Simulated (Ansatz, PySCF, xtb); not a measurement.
Reaction R1 + R2 → P1 + P2, each structure at its B3LYP-D3(BJ)/def2-TZVP stationary point, reached from a drawn start (curvature not checked).
R1: C2H6Zn (SMILES [CH3][Zn][CH3]), charge 0, multiplicity 1.
P1: CH4 (SMILES C), charge 0, multiplicity 1.
R2: NH3 (SMILES N), charge 0, multiplicity 1.
P2: CH5NZn (SMILES [CH3][Zn][NH2]), charge 0, multiplicity 1.

P less R. No zero-point or thermal terms; no spin–orbit coupling.

Frozen-core correlation throughout.

Programs: Ansatz (Gaussian orbitals); PySCF for the D3/D4 terms; xtb for the GFN methods. All values are computed, each at the level named.

Task: One of these levels gives -72.1 kJ/mol for the reaction energy. Which?
A) PBE/def2-TZVPP
B) B2PLYP-D4/def2-TZVPP
C) GFN2-xTB

Result: C, GFN2-xTB. The others give -36.5 (PBE/def2-TZVPP), -41.9 (B2PLYP-D4/def2-TZVPP)

Ansatz is an electronic-structure program.
